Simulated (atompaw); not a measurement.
Building the PAW (atompaw) potential for Hf (Z = 72) (LDA (PW92), scalar-relativistic).

Input for atompaw 4.2.0.5:

```
Hf 72
LDA-PW scalarrelativistic loggrid 2001 logderivrange -2 5 176
6 6 5 4 0 0
6 1 0
5 2 2
0 0 0
c
c
c
c
c
v
c
c
c
c
v
c
c
v
c
2
3.00 2.45 2.90 2.45
y
0.55
n
y
3.95
n
y
4.35
n
custom rrkj gramschmidtortho besselshape
3 0 vpsmatchnc
3.00
3.00
3.00
3.00
3.00
3.00
PWSCFOUT
UPFDX 0.0125d0 UPFXMIN -7.d0 UPFZMESH 72.d0
END
```

Command:

```bash
atompaw < Hf.input > Hf.log
```

Resulting log (summary file):

```
Completed calculations for Hf (AE)

 Exchange-correlation type: LDA, Perdew-Wang correlation

 Radial integration grid is logarithmic
 r0 =   9.4764859E-05 h =   6.8230699E-03   n =      2001 rmax =   8.0000000E+01

 Scalar relativistic calculation

 AEatom converged in  54 iterations
   nz     =  72.00
   delta  =       9.464163911492E-17

 All Electron Orbital energies:
  n  l      occupancy      energy
  1  0      2.0000000E+00 -4.7944776E+03
  2  0      2.0000000E+00 -8.2003002E+02
  3  0      2.0000000E+00 -1.8680505E+02
  4  0      2.0000000E+00 -3.7585164E+01
  5  0      2.0000000E+00 -4.9372531E+00
  6  0      2.0000000E+00 -3.8671065E-01
  2  1      6.0000000E+00 -7.2030728E+02
  3  1      6.0000000E+00 -1.5701847E+02
  4  1      6.0000000E+00 -2.7808553E+01
  5  1      6.0000000E+00 -2.6250219E+00
  6  1      0.0000000E+00 -1.0767868E-01
  3  2      1.0000000E+01 -1.2170398E+02
  4  2      1.0000000E+01 -1.5174915E+01
  5  2      2.0000000E+00 -2.1095185E-01
  4  3      1.4000000E+01 -1.2519629E+00

 Total energy
   Total                    :   -30138.40100440101378

 ---
 Completed calculations for Hf (SC)

 Exchange-correlation type: LDA, Perdew-Wang correlation

 Radial integration grid is logarithmic
 r0 =   9.4764859E-05 h =   6.8230699E-03   n =      2001 rmax =   8.0000000E+01

 Scalar relativistic calculation

 SCatom converged in   1 iterations
   nz     =  72.00
   delta  =       6.151616658735E-17

 Valence Electron Orbital energies:
  n  l      occupancy      energy
   6  0      2.0000000E+00 -3.8671065E-01
   6  1      0.0000000E+00 -1.0767868E-01
   5  2      2.0000000E+00 -2.1095185E-01

 Total energy
   Total                    :   -30138.40100440239985
   Valence                  :     -599.85297717928722

 PAW parameters:
       lmax =            2
         rc =    3.0044654809515108
        irc =         1520
   rc_shape =    2.4650787353606827
    rc_vloc =    2.9036925835475049
    rc_core =    2.4650787353606827
   Vloc: VPS match (norm-conservation) with l= 3;e=   0.0000E+00
   Projector type: RRKJ pseudization + Gram-Schmidt ortho.
   Bessel compensation charge shape zeroed at   2.4651E+00

 Number of basis functions     6
 No.   n  nodes  l      Energy         Cp coeff         Occ
  1    6    5    0   -0.3867107E+00  0.1000000E+01  0.2000000E+01
  2  999    6    0    0.5500000E+00  0.5183125E-02  0.0000000E+00
  3    6    4    1   -0.1076787E+00  0.1000000E+01  0.0000000E+00
  4  999    5    1    0.3950000E+01  0.3130267E+00  0.0000000E+00
  5    5    2    2   -0.2109518E+00  0.1000000E+01  0.2000000E+01
  6  999    3    2    0.4350000E+01 -0.3371690E+01  0.0000000E+00

 Eigenvalues of overlap operator (in the basis of projectors):
    1        3.66217422E-02
    2        6.63881862E-02
    3        3.04335922E-01
    4        4.32082817E-01
    5        5.40230129E+01
    6        3.76039523E+03

 Orbital leakage outside PAW augmentation regions
   orb  is_core?  %out_of_sphere
   1 0    T           0.00
   2 0    T           0.00
   3 0    T          -0.00
   4 0    T           0.00
   5 0    T           0.05
   6 0    F          59.11
   2 1    T          -0.00
   3 1    T          -0.00
   4 1    T           0.00
   5 1    T           0.53
   6 1    F          87.76
   3 2    T           0.00
   4 2    T           0.00
   5 2    F          26.78
   4 3    T           0.06

 Summary of PAW energies
   Total valence energy     :   -599.85298075767787
   Smooth energy            :      5.92870510197625
   One center               :   -605.78168585965409
   Smooth kinetic           :      2.88457029843053
   Vloc energy              :     -0.98898087156168
   Smooth exch-corr         :     -3.67906282732413
   One-center xc            :   -593.45306682664830
```

Note: ghost states, extra bound levels that the all-electron valence spectrum of the same l lacks: s at -949.6 eV, p at -30.0 eV. A true bound ghost makes a file unfit for plane-wave use.

The run took about 25 s on one core of a shared server CPU.
